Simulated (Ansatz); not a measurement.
Two structures of AlH$_{2}$BrCl$_{2}$, singlet, reached by relaxing down either side of one saddle point (PBE0-D4/def2-TZVP). Energies are electronic, without zero-point energy. Ansatz 0.2.0; basis: def2-TZVPP and def2-QZVPP; cores frozen in the correlated methods. Filled d shells of the heavier atoms are correlated. The def2 sets are not built for correlating such inner shells, so the correlated values are less sure here. Extrapolation: Hartree–Fock as exp(−7.88 √X), correlation as X^−2.97. First:

```xyz
6
angstrom
Al -0.6660 -0.1127 0.0188
Br -0.3568 -1.9902 1.1935
Cl -0.8959 -0.2113 -2.0440
Cl -1.1292 1.6568 1.0046
H 1.5882 0.0162 0.1170
H 1.4598 0.6412 -0.2899
```

Second:

```xyz
6
angstrom
Al -0.1153 0.6357 -0.5674
Br 0.8858 -1.6920 0.5177
Cl -1.4899 -0.1991 -1.9171
Cl -0.8961 1.3160 1.2753
H 0.3757 -1.2798 1.7853
H 1.2397 1.2191 -1.0939
```

Problem. Which bonds change from the first to the second?

Solution. AlBrCl₂ ([Cl][Al]([Cl])[Br]) + H₂ → AlHCl₂ ([Cl][AlH][Cl]) + HBr (still joined by a long Al–Br bond); bonds formed: Al1–H6, Br2–H5; bonds broken: H5–H6; bonds weakened to dative contacts: Al1–Br2.

Problem. Give the saddle point's structure and its height above each. (Judge from chemistry; the value comes from the calculation.)

Solution. Computed: 148.3 kJ/mol above the first and 36.4 kJ/mol above the second (CCSD(T) at an estimated basis limit (MP2 extrapolated from triple and quadruple zeta, plus CCSD(T) − MP2 in triple zeta)).
Al1  (-0.301, 0.418, -0.279)
Br2  (0.226, -1.744, 1.087)
Cl3  (-1.099, -0.188, -2.105)
Cl4  (-1.335, 1.708, 0.988)
H5  (1.185, -0.684, 0.510)
H6  (1.324, 0.490, -0.200)
(Å)

No T1 diagnostic of these runs exceeds 0.008.

Labels in which every atom is bracketed show which atoms are joined, not bond orders.

For scale, one of the runs: CCSD(T)/def2-TZVPP, 202 basis functions (an equivalent command: `ansatz run in.yaml --threads 4`). The run took 16 s on 4 CPU threads (shared host), with 2.4 GiB of host memory at its peak.
